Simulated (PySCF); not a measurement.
PySCF input file for Cd(I)2 cation (CdI2), SMILES [I][Cd][I] (connectivity only; charge and spin as stated), charge +1, multiplicity 2, TDA-B3LYP/def2-SVPD. The structure is a stationary point at B3LYP-D3(BJ)/def2-SVP. The multiplicity is an assumed one; other spin states were not compared. The isomer is the one that the SMILES or the coordinates give; other isomers of the formula were not compared. The def2 effective core potentials stand for the cores of Cd, I; spin–orbit coupling is left out.

```python
import numpy as np
from pyscf import gto, scf, dft, tdscf

mol = gto.M(
    atom='''
    Cd    0.00000000    0.00000000    0.00000000
    I     0.00000000    0.00000000   -2.64533129
    I     0.00000000    0.00000000    2.64533129
    ''',
    basis='def2-SVPD',
    ecp={'Cd': 'def2-svp', 'I': 'def2-svp'},
    charge=1,
    spin=1,
    max_memory=1600,
    verbose=4,
)
mf = dft.UKS(mol, xc='b3lyp').density_fit(auxbasis='def2-universal-jkfit')
mf.grids.level = 3
mf.conv_tol = 1e-9
mf.max_cycle = 100
mf.kernel()
fine, coarse = mf.grids, dft.Grids(mol).set(level=1).build(with_non0tab=True)
for _ in range(3):  # follow internal instabilities
    mf.grids = coarse
    mo, _, stable, _ = mf.stability(return_status=True, nroots=4)
    mf.grids = fine
    if stable:
        break
    mf.kernel(mf.make_rdm1(mo, mf.mo_occ))
mf.grids = dft.Grids(mol).set(level=1).build(with_non0tab=True)  # coarser grid for the response kernel
td = tdscf.TDA(mf)
td.nstates = 10
td.conv_tol = 1e-4
td.positive_eig_threshold = 1e-6
td.kernel(x0=td.get_init_guess(mf, 15))
td.analyze(verbose=3)
```

Program output:

```
PySCF version 2.14.0

[INPUT] verbose = 4
[INPUT] num. atoms = 3
[INPUT] num. electrons = 69
[INPUT] charge = 1
[INPUT] spin (= nelec alpha-beta = 2S) = 1
[INPUT] symmetry False subgroup None
[INPUT] Mole.unit = angstrom
[INPUT] Symbol           X                Y                Z      unit          X                Y                Z       unit  Magmom
[INPUT]  1 Cd     0.000000000000   0.000000000000   0.000000000000 AA    0.000000000000   0.000000000000   0.000000000000 Bohr   0.0
[INPUT]  2 I      0.000000000000   0.000000000000  -2.645331290000 AA    0.000000000000   0.000000000000  -4.998951646842 Bohr   0.0
[INPUT]  3 I      0.000000000000   0.000000000000   2.645331290000 AA    0.000000000000   0.000000000000   4.998951646842 Bohr   0.0

nuclear repulsion = 262.55505008316
number of shells = 38
number of NR pGTOs = 200
number of NR cGTOs = 104
basis = def2-SVPD
ecp = {'Cd': 'def2-svp', 'I': 'def2-svp'}


[settings echo left out]
init E= -685.523634872955
  alpha nocc = 35  HOMO = -1.67149255034342  LUMO = -1.48548321272548

WARN: beta  nocc = 34  HOMO -1.67149255034343 >= LUMO -1.67149255034342


WARN: HOMO -1.67149255034342 >= LUMO -1.67149255034342

cycle= 1 E= -760.45641876968  delta_E= -74.9  |g|= 2.91  |ddm|= 9.33
  alpha nocc = 35  HOMO = -0.214799583542221  LUMO = -0.118612456447689
  beta  nocc = 34  HOMO = -0.209973960339624  LUMO = -0.186871014094471
  HOMO = -0.20997396034  LUMO = -0.186871014094  gap/eV = 0.62866
cycle= 2 E= -761.255145007764  delta_E= -0.799  |g|= 2.24  |ddm|= 7.95
  alpha nocc = 35  HOMO = -0.514914400843729  LUMO = -0.32112275632992
  beta  nocc = 34  HOMO = -0.494725550830055  LUMO = -0.471548019813745
  HOMO = -0.49472555083  LUMO = -0.471548019814  gap/eV = 0.63069
cycle= 3 E= -763.101722824291  delta_E= -1.85  |g|= 0.253  |ddm|= 3.01
  alpha nocc = 35  HOMO = -0.461616519992787  LUMO = -0.29448706766861
  beta  nocc = 34  HOMO = -0.447603816821974  LUMO = -0.416594435666356
  HOMO = -0.447603816822  LUMO = -0.416594435666  gap/eV = 0.84381
cycle= 4 E= -763.132859866949  delta_E= -0.0311  |g|= 0.101  |ddm|= 0.584
  alpha nocc = 35  HOMO = -0.463346811689708  LUMO = -0.282110637946736
  beta  nocc = 34  HOMO = -0.447191620000426  LUMO = -0.417744742311747
  HOMO = -0.44719162  LUMO = -0.417744742312  gap/eV = 0.80129
cycle= 5 E= -763.140640188509  delta_E= -0.00778  |g|= 0.0467  |ddm|= 0.226
  alpha nocc = 35  HOMO = -0.462811234117223  LUMO = -0.286058453572156
  beta  nocc = 34  HOMO = -0.447096712448183  LUMO = -0.417212593703967
  HOMO = -0.447096712448  LUMO = -0.417212593704  gap/eV = 0.81319
cycle= 6 E= -763.141910583192  delta_E= -0.00127  |g|= 0.00734  |ddm|= 0.0716
  alpha nocc = 35  HOMO = -0.464397205245103  LUMO = -0.286724824852978
  beta  nocc = 34  HOMO = -0.448651455505931  LUMO = -0.418782073165217
  HOMO = -0.448651455506  LUMO = -0.418782073165  gap/eV = 0.81279
cycle= 7 E= -763.141941439818  delta_E= -3.09e-05  |g|= 0.000679  |ddm|= 0.0134
  alpha nocc = 35  HOMO = -0.464353812907272  LUMO = -0.286746677410591
  beta  nocc = 34  HOMO = -0.448616784346242  LUMO = -0.41874516414464
  HOMO = -0.448616784346  LUMO = -0.418745164145  gap/eV = 0.81285
cycle= 8 E= -763.14194168819  delta_E= -2.48e-07  |g|= 4.38e-05  |ddm|= 0.00131
  alpha nocc = 35  HOMO = -0.464350021492493  LUMO = -0.286730644635337
  beta  nocc = 34  HOMO = -0.448612392968088  LUMO = -0.418742196549702
  HOMO = -0.448612392968  LUMO = -0.41874219655  gap/eV = 0.81281
cycle= 9 E= -763.141941690432  delta_E= -2.24e-09  |g|= 7.9e-06  |ddm|= 0.000115
  alpha nocc = 35  HOMO = -0.464349403787567  LUMO = -0.28673145368817
  beta  nocc = 34  HOMO = -0.4486119949451  LUMO = -0.418741857536147
  HOMO = -0.448611994945  LUMO = -0.418741857536  gap/eV = 0.81281
cycle= 10 E= -763.1419416905  delta_E= -6.82e-11  |g|= 2.74e-06  |ddm|= 2.88e-05
  alpha nocc = 35  HOMO = -0.464349630377075  LUMO = -0.286731512205145
  beta  nocc = 34  HOMO = -0.448612190838275  LUMO = -0.418742053144957
  HOMO = -0.448612190838  LUMO = -0.418742053145  gap/eV = 0.81281
Extra cycle  E= -763.141941690132  delta_E= 3.67e-10  |g|= 1.83e-05  |ddm|= 4.62e-05
converged SCF energy = -763.141941690132  <S^2> = 0.75421081  2S+1 = 2.0042064
tot grids = 24264
uhf_internal: lowest eigs of H = [3.71106088e-07 1.78465159e-02 8.46126639e-02 1.11529261e-01]
<class 'pyscf.df.df_jk.DFUKS'> wavefunction is stable in the internal stability analysis
tot grids = 24264
Overwritten attributes  positive_eig_threshold  of <class 'pyscf.tdscf.uks.TDA'>


******** <class 'pyscf.tdscf.uks.TDA'> for <class 'pyscf.df.df_jk.DFUKS'> ********
nstates = 10
deg_eia_thresh = 1.000e-03
wfnsym = None
conv_tol = 0.0001
eigh lindep = 1e-12
eigh level_shift = 0
eigh max_cycle = 100


Excitation energies (eV)
[0.2067065  1.20234103 1.43102581 2.36992789 3.31502274 3.46767014
 3.68872408 3.79684099 4.04296798 4.27047284]

** Excitation energies and oscillator strengths **
Excited State   1:      0.20671 eV   5998.08 nm  f=0.0000
Excited State   2:      1.20234 eV   1031.19 nm  f=0.0002
Excited State   3:      1.43103 eV    866.40 nm  f=0.2701
Excited State   4:      2.36993 eV    523.16 nm  f=0.0000
Excited State   5:      3.31502 eV    374.01 nm  f=0.0037
Excited State   6:      3.46767 eV    357.54 nm  f=0.0000
Excited State   7:      3.68872 eV    336.12 nm  f=0.0002
Excited State   8:      3.79684 eV    326.55 nm  f=0.0000
Excited State   9:      4.04297 eV    306.67 nm  f=0.0102
Excited State  10:      4.27047 eV    290.33 nm  f=0.0000
```

The calculation finished and met its thresholds.
